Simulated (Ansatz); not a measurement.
CH$_{3}$ClFY (`[CH3][Y]([F])[Cl]`), relaxed with RKS PBE0-D4/def2-TZVP in Ansatz 0.2.0 from a GFN2-xTB geometry. The force threshold is 0.005 eV/Å; the program also tests the step.

Charge 0, multiplicity 1. Y: def2 effective core potential.

Start:

```xyz
7

C     0.083   -0.645    0.813
Y     0.916    0.700   -0.897
F    -0.143   -0.147   -2.337
Cl   -0.505    2.651   -0.744
H    -0.963   -0.303    0.843
H     0.097   -1.695    0.509
H     0.515   -0.560    1.812
```

| step | energy (eV) | largest force (eV/Å) | largest move (Å) |
| --- | --- | --- | --- |
| 1 | -17366.3516 | 1.102 | 0.000 |
| 2 | -17366.5786 | 0.442 | 0.200 |
| 3 | -17366.6621 | 0.415 | 0.195 |
| 4 | -17366.7016 | 0.210 | 0.200 |
| 5 (rejected) | -17366.6952 | 0.219 | 0.140 |
| 6 | -17366.7111 | 0.069 | 0.068 |
| 7 | -17366.7120 | 0.034 | 0.025 |
| 8 | -17366.7123 | 0.024 | 0.027 |
| 9 | -17366.7123 | 0.020 | 0.006 |
| 10 | -17366.7124 | 0.003 | 0.002 |

End:

```xyz
7

C    -0.019   -0.700    0.848
Y     0.308    0.684   -0.998
F     0.211   -0.247   -2.745
Cl   -0.221    3.074   -0.673
H    -1.059   -0.641    1.199
H     0.182   -1.762    0.657
H     0.598   -0.408    1.710
```

Hardware: 4 threads of a server CPU on a shared host. Wall time 35 s, peak host memory 0.39 GiB.
